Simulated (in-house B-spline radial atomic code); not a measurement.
RPA and G0W0 for Sb VI (Sb5+), [Kr] 4d10, as one setting changes: the share of exact exchange in the PBE hybrid start. A dash marks a level of low quasi-particle weight. Computed with an all-electron radial atomic-structure program (B-spline basis): all electrons, scalar-relativistic (spin-free one-electron X2C), finite nucleus, each spin shell either full or empty, empty states to l = 9 with an (l + 1/2)⁻⁴ tail; G0W0 by contour deformation at full frequency.

| share of exact exchange in the PBE hybrid start | mean-field level (eV) | G0W0 level (eV) | RPA correlation (Eh) |
| --- | --- | --- | --- |
| 0 | -89.64 | 4d -100.06 | -3.6694 |
| 0.1 | -90.83 | 4d -100.09 | -3.6398 |
| 0.2 | -92.03 | 4d -100.12 | -3.611 |
| 0.3 | -93.23 | 4d -100.14 | -3.5829 |
| 0.4 | -94.43 | 4d -100.16 | -3.5556 |
| 0.5 | ? | ? | ? |
| 0.6 | -96.85 | 4d -100.18 | -3.5031 |
| 0.7 | -98.06 | 4d -100.19 | -3.4777 |
| 0.8 | ? | ? | ? |
| 0.9 | -100.49 | 4d -100.19 | -3.4289 |
| 1 | -101.70 | 4d -100.19 | -3.4053 |

Task: What belongs in the row for 0.8?

Result: mean-field level (eV): -99.27; G0W0 level (eV): 4d -100.19; RPA correlation (Eh): -3.453.

Task: What belongs in the row for 0.5?

Result: mean-field level (eV): -95.64; G0W0 level (eV): 4d -100.17; RPA correlation (Eh): -3.529.

Task: At what share of exact exchange does G0W0 leave the highest level unchanged?

Result: Near 0.88, where the shift changes sign (-0.920 eV at 0.8, +0.297 eV at 0.9).
